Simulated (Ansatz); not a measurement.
`C[O][Ge][NH2]` and `C[O][Ge][F]` differ in one atom or group.

Ansatz, PBE0-D4/def2-TZVP geometries, multiplicity 1. Each molecule was computed in one conformer, which needn't be the lowest.

Scalar relativity is left out up to krypton.

```
                                                                                  property  `C[O][Ge][NH2]`
                                            size of the dipole moment (PBE/def2-TZVPP) / D             0.60
                                                      HOMO–LUMO gap (PBE0/def2-TZVPP) / eV             5.91
                                                     HOMO energy (ωB97M-V/def2-TZVPP) / eV            -9.19
ideal-gas entropy at 298 K and 1 bar (rigid rotor, harmonic PBE0-D4/def2-TZVP) / J/(mol·K)              331
                                            zero-point energy (PBE0-D4/def2-TZVP) / kJ/mol            176.6
                                                        HOMO energy (PBE0/def2-TZVPP) / eV            -6.96
```

(1) Give the same properties after the change, and the shifts. (Best estimate.)

## Answers

(1) Ansatz gave: 
```
                                                                                  property  `C[O][Ge][F]`  shift
                                            size of the dipole moment (PBE/def2-TZVPP) / D           0.83   0.23
                                                      HOMO–LUMO gap (PBE0/def2-TZVPP) / eV           6.26   0.35
                                                     HOMO energy (ωB97M-V/def2-TZVPP) / eV         -10.44  -1.25
ideal-gas entropy at 298 K and 1 bar (rigid rotor, harmonic PBE0-D4/def2-TZVP) / J/(mol·K)            321    -10
                                            zero-point energy (PBE0-D4/def2-TZVP) / kJ/mol          115.0  -61.6
                                                        HOMO energy (PBE0/def2-TZVPP) / eV          -8.17  -1.21
```

With PBE0 the HOMO falls by 1.21 eV and the LUMO falls by 0.86 eV, so the gap widens by about 0.35 eV. PBE moves the HOMO by -1.11 eV and ωB97M-V by -1.25 eV. The zero-point energy changes by -61.6 kJ/mol with -6 modes. Dipoles are sizes alone; their direction can turn.
